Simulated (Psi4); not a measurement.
C$_{2}$H$_{5}$AlBrClO (SMILES CC[O][Al]([Cl])[Br]), singlet, at a GFN2-xTB geometry (such geometries of metal compounds can be far from the true shape); R2SCAN/def2-SVP (Psi4).

Input for Psi4:
```
memory 2 GB

molecule mol {
0 1
  Al   -0.133790   -0.365573    0.321088
  Cl   -0.047488   -2.069502    1.406631
  Br    1.344638    1.299127    0.630026
  O    -1.275792   -0.085514   -0.819063
  C    -2.177590    0.136832   -1.869133
  C    -1.797298   -0.681925   -3.093089
  H    -3.180700   -0.140142   -1.526016
  H    -2.171408    1.205118   -2.113229
  H    -1.799773   -1.741723   -2.847484
  H    -2.507521   -0.499441   -3.894808
  H    -0.800682   -0.404593   -3.430422
}

set basis def2-svp
set reference rks

energy('r2scan')
print_variables()
```

The log (banner, timings and long lists left out):

```
   => Loading Basis Set <=

    Name: DEF2-SVP
    Role: ORBITAL
    Keyword: BASIS

         ---------------------------------------------------------
                                   SCF
               by Justin Turney, Rob Parrish, Andy Simmonett
                          and Daniel G. A. Smith
                              RKS Reference
         ---------------------------------------------------------

  ==> Geometry <==

    Molecular point group: c1
    Full point group: C1

    Geometry (in Angstrom), charge = 0, multiplicity = 1:

       Center              X                  Y                   Z               Mass
    ------------   -----------------  -----------------  -----------------  -----------------
         AL          -0.253203821962    -0.423619767747     0.208100009521    26.981538530000
         CL          -0.166901821962    -2.127548767747     1.293643009521    34.968852682000
         BR           1.225224178038     1.241080232253     0.517038009521    78.918337600000
         O           -1.395205821962    -0.143560767747    -0.932050990479    15.994914619570
         C           -2.297003821962     0.078785232253    -1.982120990479    12.000000000000
         C           -1.916711821962    -0.739971767747    -3.206076990479    12.000000000000
         H           -3.300113821962    -0.198188767747    -1.639003990479     1.007825032230
         H           -2.290821821962     1.147071232253    -2.226216990479     1.007825032230
         H           -1.919186821962    -1.799769767747    -2.960471990479     1.007825032230
         H           -2.626934821962    -0.557487767747    -4.007795990479     1.007825032230
         H           -0.920095821962    -0.462639767747    -3.543409990479     1.007825032230

  Running in c1 symmetry.

  Rotational constants: A =      0.05059  B =      0.02897  C =      0.01927 [cm^-1]
  Rotational constants: A =   1516.75124  B =    868.45527  C =    577.83961 [MHz]
  Nuclear repulsion =  553.017391606165347

  Charge       = 0
  Multiplicity = 1
  Electrons    = 90
  Nalpha       = 45
  Nbeta        = 45

  ==> Algorithm <==

  SCF Algorithm Type is DF.
  DIIS enabled.
  MOM disabled.
  Fractional occupation disabled.
  Guess Type is SAD.
  Energy threshold   = 1.00e-06
  Density threshold  = 1.00e-06
  Integral threshold = 1.00e-12

  ==> Primary Basis <==

  Basis Set: DEF2-SVP
    Blend: DEF2-SVP
    Number of shells: 61
    Number of basis functions: 135
    Number of Cartesian functions: 143
    Spherical Harmonics?: true
    Max angular momentum: 2

  ==> DFT Potential <==

   => LibXC <=

    Version 7.1.2
    S. Lehtola, C. Steigemann, M. J. T. Oliveira, and M. A. L. Marques,  SoftwareX 7, 1–5 (2018) (10.1016/j.softx.2017.11.002)

   => Composite Functional: R2SCAN <=

    r2SCAN Meta-GGA XC Functional  (0.1021/acs.jpclett.0c02405)
    J. W. Furness, A. D. Kaplan, J. Ning, J. P. Perdew, J. Sun  J. Phys. Chem. Lett.  11, 8208–8215, 2020

    Deriv               =              1
    GGA                 =           TRUE
    Meta                =           TRUE

    Exchange Hybrid     =          FALSE
    MP2 Hybrid          =          FALSE

   => Exchange Functionals <=

    1.0000   XC_MGGA_X_R2SCAN

   => Correlation Functionals <=

    1.0000   XC_MGGA_C_R2SCAN

   => LibXC Density Thresholds  <==

    XC_MGGA_C_R2SCAN:  1.00E-15
    XC_MGGA_X_R2SCAN:  1.00E-11

   => Molecular Quadrature <=

    Radial Scheme          =       TREUTLER
    Pruning Scheme         =           NONE
    Nuclear Scheme         =       TREUTLER

    Blocking Scheme        =         OCTREE
    BS radius alpha        =              1
    Pruning alpha          =              1
    Radial Points          =             75
    Spherical Points       =            302
    Total Points           =         235004
    Total Blocks           =           1814
    Max Points             =            256
    Max Functions          =            117
    Weights Tolerance      =       1.00E-15

[...]
  Using in-core AOs.

  ==> MemDFJK: Density-Fitted J/K Matrices <==

    J tasked:                   Yes
    K tasked:                    No
    wK tasked:                   No
    Algorithm:                 Core
    Schwarz Cutoff:           1E-12
    Mask sparsity (%):      15.1440
    Fitting Condition:        1E-10

   => Auxiliary Basis Set <=

  Basis Set: (DEF2-SVP AUX)
    Blend: DEF2-UNIVERSAL-JKFIT
    Number of shells: 241
    Number of basis functions: 839
    Number of Cartesian functions: 1052
    Spherical Harmonics?: true
    Max angular momentum: 5

  Minimum eigenvalue in the overlap matrix is 3.6826198042E-03.
  Reciprocal condition number of the overlap matrix is 6.2612726457E-04.
    Using symmetric orthogonalization.

  ==> Pre-Iterations <==

  SCF Guess: Superposition of Atomic Densities via on-the-fly atomic UHF (no occupation information).

   -------------------------
    Irrep   Nso     Nmo
   -------------------------
     A        135     135
   -------------------------
    Total     135     135
   -------------------------

  ==> Iterations <==

                           Total Energy        Delta E     RMS |[F,P]|

   @DF-RKS iter SAD: -3428.74134706200039   -3.42874e+03   0.00000e+00
   @DF-RKS iter   1: -3429.91968346876456   -1.17834e+00   1.23438e-02 ADIIS/DIIS
   @DF-RKS iter   2: -3428.83215145022314    1.08753e+00   1.66441e-02 ADIIS/DIIS
   @DF-RKS iter   3: -3430.46881152243895   -1.63666e+00   4.77329e-03 ADIIS/DIIS
   @DF-RKS iter   4: -3430.62093508410044   -1.52124e-01   7.15925e-04 ADIIS/DIIS
   @DF-RKS iter   5: -3430.62309257611696   -2.15749e-03   4.48150e-04 ADIIS/DIIS
   @DF-RKS iter   6: -3430.62509639185510   -2.00382e-03   5.94080e-05 DIIS
   @DF-RKS iter   7: -3430.62512415808760   -2.77662e-05   2.25478e-05 DIIS
   @DF-RKS iter   8: -3430.62512882312740   -4.66504e-06   5.01763e-06 DIIS
   @DF-RKS iter   9: -3430.62512905821131   -2.35084e-07   8.13078e-07 DIIS
  Energy and wave function converged.

  ==> Post-Iterations <==

   Electrons on quadrature grid:
      Ntotal   =   89.9999966216 ; deviation = -3.378e-06

    Orbital Energies [Eh]
    ---------------------

    Doubly Occupied:

[...]
    Virtual:

[...]
    Final Occupation by Irrep:
              A
    DOCC [    45 ]
    NA   [    45 ]
    NB   [    45 ]

  @DF-RKS Final Energy: -3430.62512905821131

   => Energetics <=

    Nuclear Repulsion Energy =            553.0173916061653472
    One-Electron Energy =               -5866.8388006973709707
    Two-Electron Energy =                2042.7764321721226679
    DFT Exchange-Correlation Energy =    -159.5801521391274775
    Empirical Dispersion Energy =           0.0000000000000000
    VV10 Nonlocal Energy =                  0.0000000000000000
    Total Energy =                      -3430.6251290582113143

Computation Completed

Properties will be evaluated at   0.000000,   0.000000,   0.000000 [a0]

Properties computed using the SCF density matrix

 Multipole Moments:

 ------------------------------------------------------------------------------------
     Multipole            Electronic (a.u.)      Nuclear  (a.u.)        Total (a.u.)
 ------------------------------------------------------------------------------------

 L = 1.  Multiply by 2.5417464519 to convert [e a0] to [Debye]
 Dipole X            :         19.6531018          -20.3093175           -0.6562156
 Dipole Y            :          9.7959345           -9.8723036           -0.0763691
 Dipole Z            :         18.5615019          -19.2164986           -0.6549967
 Magnitude           :                                                    0.9303074

 ------------------------------------------------------------------------------------

  Variable Map:
  ----------------------------------------------------------------------------
[...]
  Array Variable Map:
  ----------------------------------------------------------------------------
[...]
[...]
```
